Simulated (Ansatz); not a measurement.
Geometry optimisation, UHF/def2-SVP in Ansatz.

The input (input.yaml):

```yaml
crystal:
  periodic: [false, false, false]
  atoms:
    - { symbol: In, position_ang: [0.1588, 0.5906, -0.2285] }
    - { symbol: S, position_ang: [-2.2116, -1.0452, -0.4054] }
    - { symbol: "N", position_ang: [-0.2878, 0.4021, -2.2268] }
    - { symbol: H, position_ang: [-1.3524, -0.2749, -1.7849] }
    - { symbol: C, position_ang: [1.3001, 0.3325, 1.7248] }
    - { symbol: H, position_ang: [-1.3084, -2.0203, -0.4311] }
    - { symbol: H, position_ang: [-0.6579, 1.2282, -2.6924] }
    - { symbol: H, position_ang: [0.9634, 1.0552, 2.461] }
    - { symbol: H, position_ang: [2.3702, 0.4076, 1.5517] }
    - { symbol: H, position_ang: [1.0256, -0.6758, 2.0316] }
magnetization:
  spin_polarized: true
basis:
  gaussian: { orbitals: def2-SVP }
hamiltonian:
  xc: hf
relax:
  f_tol: 0.15
  max_steps: 25
  restrain:
    - { distance: [3, 1], at: 2.66, k: 30.0 }
    - { distance: [0, 1], at: 2.47, k: 30.0 }
    - { distance: [3, 2], at: 1.02, k: 30.0 }
output:
  orbitals: {}
```

Command:

```bash
$ ansatz run input.yaml --threads 2 --pin off --max-ram 3072MiB --backend cpu --events-out ev --progress --plain --runs-dir out
```

Q: Where does it end, and by what steps?

A: The run converged. The restraints hold the end off the free minimum. After 15 steps the energy has fallen by 2.881 eV (the restraints' own energy left out); H6 moved furthest, 1.01 Å. Joined: N3–H4 (1.34 → 1.01 Å).

| step | energy less start (eV) | largest force component (eV/Å) | accepted |
| --- | --- | --- | --- |
| 0 | 0.0000 | 3.130 | yes |
| 1 | -1.2567 | 2.992 | yes |
| 2 | -1.9810 | 1.722 | yes |
| 3 | -2.4311 | 0.824 | yes |
| 4 | -2.6146 | 0.749 | yes |
| 5 | -2.7225 | 1.008 | yes |
| 6 | -2.7893 | 0.681 | yes |
| 7 | -2.8203 | 0.576 | yes |
| 8 | -2.8438 | 0.617 | yes |
| 9 | -2.8486 | 0.816 | yes |
| 10 | -2.8658 | 0.772 | yes |
| 11 | -2.8628 | 0.833 | no |
| 12 | -2.8701 | 0.667 | yes |
| 13 | -2.8768 | 0.657 | yes |
| 14 | -2.8760 | 0.642 | no |
| 15 | -2.8810 | 0.649 | yes |

```xyz
10
Properties=species:S:1:pos:R:3
In -0.088 -0.069 0.078
S -2.133 -1.443 0.075
N -0.357 0.313 -1.883
H -1.316 0.022 -2.028
C 1.299 0.423 1.655
H -1.943 -1.825 -1.193
H -0.067 1.044 -2.501
H 0.874 1.207 2.284
H 2.241 0.781 1.239
H 1.490 -0.453 2.273
```

Run time: 35 s on 2 threads of Intel(R) Xeon(R) Platinum 8488C (Sapphire Rapids), on a shared host, peak memory 0.3 GiB.
